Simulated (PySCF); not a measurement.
## How far are cheaper levels from CCSD(T)/CBS for InF?

PySCF; the state is a singlet (closed shell). The composite is CCSD(T) extrapolated to the basis-set limit from two correlation-consistent sets, with core-valence (CV) and scalar-relativistic (SR) terms as its label shows; it has no spin–orbit coupling and nothing beyond (T). Here it is CCSD(T)/CBS(DT)+CV. It gives Re = 1.986 Å, ωe = 532 cm⁻¹ and De = 5.64 eV to In + F.

| level | basis | relativity | Re (Å) | ωe (cm⁻¹) | De (eV) |
| --- | --- | --- | --- | --- | --- |
| RHF-MP2 | aug-cc-pVDZ-PP/aug-cc-pVDZ | scalar-relativistic core potentials | 2.015 | 524 | 5.82 |
| RHF-SCS-MP2 | def2-SVP | scalar-relativistic core potentials | 1.994 | 577 | 5.16 |
| RHF-SCS-MP2 | x2c-TZVPPall | spin-free X2C | 1.997 | 533 | 5.51 |
| LDA | x2c-SVPall | spin-free X2C | 1.968 | 594 | 6.57 |
| r²SCAN | x2c-SVPall | spin-free X2C | 1.984 | 581 | 5.51 |
| r²SCAN | aug-cc-pVDZ-PP/aug-cc-pVDZ | scalar-relativistic core potentials | 2.014 | 522 | 5.58 |
| r²SCAN | def2-TZVPPD | scalar-relativistic core potentials | 1.997 | 525 | 5.61 |
| M06 | x2c-TZVPPall | spin-free X2C | 2.008 | 517 | 5.59 |
| HSE06 | aug-cc-pVDZ-PP/aug-cc-pVDZ | scalar-relativistic core potentials | 2.017 | 517 | 5.42 |
| MN15 | def2-TZVPPD | scalar-relativistic core potentials | 1.996 | 525 | 5.58 |

Problem. Give the difference of each row from the composite.

Solution. 

```
      level                       basis  ΔRe (pm)  Δωe (%)  ΔDe (eV)
    RHF-MP2  aug-cc-pVDZ-PP/aug-cc-pVDZ      +2.9     -1.5     +0.18
RHF-SCS-MP2                    def2-SVP      +0.8     +8.5     -0.48
RHF-SCS-MP2                x2c-TZVPPall      +1.1     +0.2     -0.13
        LDA                  x2c-SVPall      -1.8    +11.7     +0.93
     r²SCAN                  x2c-SVPall      -0.2     +9.2     -0.13
     r²SCAN  aug-cc-pVDZ-PP/aug-cc-pVDZ      +2.8     -1.9     -0.06
     r²SCAN                 def2-TZVPPD      +1.1     -1.3     -0.03
        M06                x2c-TZVPPall      +2.2     -2.8     -0.05
      HSE06  aug-cc-pVDZ-PP/aug-cc-pVDZ      +3.1     -2.8     -0.22
       MN15                 def2-TZVPPD      +1.0     -1.3     -0.06
```

Problem. Which rows come closest in De?

Solution. r²SCAN in def2-TZVPPD (-0.03 eV), counted from the composite.

Correlated steps freeze the inner cores (5 to 19 orbitals); shallow outer-core shells are correlated. Correlated levels converge slowly with the basis: in double zeta they bind strong bonds too weakly, by up to about 1 eV, and carry superposition errors of some tenths. These are scalar-relativistic numbers at best; spin–orbit coupling would shift them, the dissociation energy most. Where the molecule has an RHF reference, its open-shell atoms are computed with UHF.
